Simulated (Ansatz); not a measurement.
Relaxation of ClFH$_{4}$O$_{3}$W (10 atoms, charge 0, multiplicity 1), to a largest force component of 0.02 eV/Å in at most 40 steps.

These are results of RKS PBE/def2-SVP in Ansatz 0.2.0, not measurements.

```xyz
10
Properties=species:S:1:pos:R:3:forces:R:3
W 0.000 0.000 0.000 -0.74 -0.25 -4.39
F 0.000 0.000 1.850 -0.29 0.19 1.16
O 1.940 0.000 0.000 -0.33 -1.46 0.25
H 2.277 -0.952 -0.020 -0.01 1.40 -0.09
H 0.000 1.720 0.000 0.37 0.89 0.45
O -1.940 0.000 0.000 0.58 0.17 1.60
H -2.277 -0.126 0.944 -0.02 0.19 -1.26
O 0.000 -1.940 0.000 1.20 -1.18 2.18
H 0.382 -2.277 0.872 -0.51 -0.27 -1.22
Cl 0.000 0.000 -2.390 -0.25 0.30 1.32
```

Task: Where does it end, and by what steps?

Result: The run converged. After 28 steps the energy has fallen by 1.314 eV; H5 moved furthest, 1.03 Å.

```csv
step,energy less start (eV),largest force component (eV/Å),accepted
0,0.0000,4.389,yes
1,-0.7788,1.247,yes
2,-1.0195,1.250,yes
3,-1.1378,0.849,yes
4,-1.1686,0.234,yes
5,-1.1836,0.136,yes
6,-1.2079,0.391,yes
7,-1.2390,0.614,yes
8,-1.2587,0.482,yes
9,-1.2817,0.407,yes
10,-1.2346,0.939,no
11,-1.2971,0.109,yes
12,-1.2986,0.118,yes
13,-1.3000,0.218,yes
14,-1.3012,0.062,yes
15,-1.3019,0.026,yes
16,-1.2977,0.701,no
17,-1.3044,0.076,yes
18,-1.3018,0.669,no
19,-1.3075,0.093,yes
20,-1.3093,0.202,yes
21,-1.3082,0.430,no
22,-1.3108,0.132,yes
23,-1.3124,0.065,yes
24,-1.3131,0.102,yes
25,-1.3135,0.056,yes
26,-1.3138,0.027,yes
27,-1.3139,0.022,yes
28,-1.3139,0.009,yes
```

```xyz
10
Properties=species:S:1:pos:R:3
W -0.022 -0.278 0.005
F -0.678 -0.579 1.804
O 1.786 0.299 -0.217
H 2.325 -0.314 -0.765
H 0.191 1.183 0.853
O -1.754 0.502 -0.208
H -2.268 0.642 0.613
O 0.452 -2.106 0.286
H 0.486 -2.442 1.205
Cl -0.138 -0.482 -2.318
```

Whether the end is a true minimum wasn't checked by a vibrational analysis.

Run time: 59 s on 4 threads of Arm Neoverse V1 (shared host), peak memory 0.19 GiB.
